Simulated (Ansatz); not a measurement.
```yaml
crystal:
  periodic: [false, false, false]
  atoms:
    - {symbol: O, position_ang: [2.045478, 0.532623, 0.452268]}
    - {symbol: B, position_ang: [1.538870, -0.482674, -0.602142]}
    - {symbol: F, position_ang: [2.726860, -1.074632, -1.020670]}
    - {symbol: S, position_ang: [0.100037, -0.988809, -1.167489]}
    - {symbol: Sn, position_ang: [-1.533746, 0.171016, -0.008897]}
    - {symbol: H, position_ang: [1.162882, 0.684094, 0.823661]}
    - {symbol: H, position_ang: [-2.369497, 1.158364, -1.146490]}
    - {symbol: H, position_ang: [-2.568697, -0.900617, 0.878126]}
    - {symbol: H, position_ang: [-0.685041, 1.042941, 1.154155]}
basis:
  gaussian: {orbitals: def2-mTZVPP}
total_charge: -1
magnetization: {spin_polarized: true, initial_magnetization: 1}
hamiltonian: {xc: {name: HF}}
correlation: {method: mp2, frozen_orbitals: {O: 0}}
scf: {lower_state_search: off}
```

```sh
$ ansatz run in.yaml --threads 4 --pin off --events-out ev --progress --plain --max-ram 10444MiB
```

Output, abridged:

```
Functional definition: HF
Error: "frozen_orbitals" has no count for B
```

In this input frozen orbitals are typed for one element alone, and the program wants a count for each. The program refused the input.
